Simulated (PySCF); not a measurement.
Several orderings of computed values.

Species are written as SMILES; each is one conformer at its optimised geometry, gas phase, non-relativistic unless stated; the electronic structure was computed with PySCF and density fitting.

The conformers computed, where there is a choice (atom-mapped SMILES and torsion angles):
- `[SiH3:1][CH2:2][C@H:3]1[CH:4][NH:5]1`: Si1–C2–C3–C4 91°
- `[CH3:1]/[N:2]=[CH:3]/[C:4](=[O+:5])[CH2:6][SH:7]`: N2–C3–C4–O5 174°, C3–C4–C6–S7 -161°, H–S7–C6–C4 -64°
- `[H]/[C:1]=[N:2]\[SiH2:3][CH2:4][S:5][SiH3:6]`: C1–N2–Si3–C4 -117°, N2–Si3–C4–S5 -166°, Si3–C4–S5–Si6 87°
- `[CH3:1][CH:2]([CH3:3])[C:4]1=[C:5][CH:6]=[CH:7][CH2:8]1`: C1–C2–C4–C5 -6°
- `[CH2:1]1[CH2:2][CH:3]1[C:4]12[CH2:5][C:6]([CH2:7]1)[CH2:8]2`: C2–C3–C4–C5 85°
- `[H]/[C:1]=[CH:2]\[C@H:3]1[CH2:4]/[C:5]1=[CH:6]\[CH2:7][CH3:8]`: C1–C2–C3–C4 145°, C5–C6–C7–C8 115°
- `[CH:1]#[C:2][C@@H:3]1[CH2:4][C@@H:5]1[CH:6][CH2:7][CH3:8]`: C4–C5–C6–C7 163°, C5–C6–C7–C8 99°

The conformers of `O=CC[CH+][CH]CCS` [charge +1 and doublet state] and `[H]/[C]=C\[C@@]12CCC[C@@H]1C2` [doublet state] aren't listed.

(1) Rank by isotropic g value, highest first (unrestricted B3LYP/pcH-1, mean-field spin–orbit at GFN2-xTB geometries).
A. `C/N=C/C(=[O+])CS` [radical]
B. `O=CC[CH+][CH]CCS` [radical]
C. `[SiH3]C[C@H]1[CH]N1` [radical]
D. `[H]/[C]=N\[SiH2]CS[SiH3]` [radical]
E. `[H]/[C]=C\[C@@]12CCC[C@@H]1C2` [radical]

(2) By how much do the two ends of that ranking differ?

(3) Rank by smallest rotational constant, highest first (GFN2-xTB).
A. `[C@H]1(C#C)[C@H](C1)[CH]CC` [radical]
B. `[H]/[C]=C\[C@H]1C/C1=C\CC` [radical]
C. `C1CC1C12C[C](C1)C2` [radical]
D. `[H]/[C]=N\[SiH2]CS[SiH3]` [radical]
E. `CC(C)C1=[C]C=CC1` [radical]
F. `[SiH3]C[C@H]1[CH]N1` [radical]

Answers

(1) B (2.01491), A (2.01208), C (2.00274), E (2.00223), D (2.00117).

(2) By 0.01374, between `O=CC[CH+][CH]CCS` [charge +1 and doublet state] and `[H]/[C]=N\[SiH2]CS[SiH3]` [doublet state].

(3) F (1.833 GHz), C (1.561 GHz), E (1.193 GHz), A (1.043 GHz), B (0.859 GHz), D (0.730 GHz).
